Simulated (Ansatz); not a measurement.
F$_{2}$GeH$_{4}$OSi (`[F][GeH]([F])[O][SiH3]`). The species carries charge 0 and has multiplicity 1. The geometry is a stationary point of PBE0-D4/def2-TZVP. It is one conformer, not always the lowest.

```xyz
9

F     0.712    0.026   -2.337
Ge    1.356   -0.238   -0.767
F     1.980    1.290   -0.290
O     0.054   -0.648    0.294
Si   -1.330    0.066    0.847
H     2.445   -1.293   -0.793
H    -1.639    1.283    0.054
H    -2.432   -0.917    0.718
H    -1.146    0.430    2.273
```

Question: What is the dipole moment at ωB97M-V/def2-TZVPP? (Estimate.)

Answer: Computed: 1.79 D, with components (0.34, -1.56, 0.81) D in this frame, pointing from negative to positive charge.

Question: And with PBE, r2SCAN, B3LYP? (Best estimate.)

Answer: Ansatz gave: PBE 1.69 D, r2SCAN 1.76 D, B3LYP 1.79 D.

Question: Give the Mulliken charges with ωB97M-V, B3LYP, PBE in def2-TZVPP. (Estimate.)

Answer: The calculation gave: 
| atom | ωB97M-V | B3LYP | PBE |
| --- | --- | --- | --- |
| F1 | -0.35 | -0.36 | -0.31 |
| Ge2 | 0.89 | 0.91 | 0.81 |
| F3 | -0.35 | -0.36 | -0.32 |
| O4 | -0.48 | -0.46 | -0.39 |
| Si5 | 0.33 | 0.43 | 0.36 |
| H6 | 0.04 | 0.02 | 0.01 |
| H7 | -0.02 | -0.06 | -0.05 |
| H8 | -0.03 | -0.07 | -0.06 |
| H9 | -0.03 | -0.07 | -0.06 |

B3LYP here is the variant with VWN-RPA as its local correlation; programs differ in this.
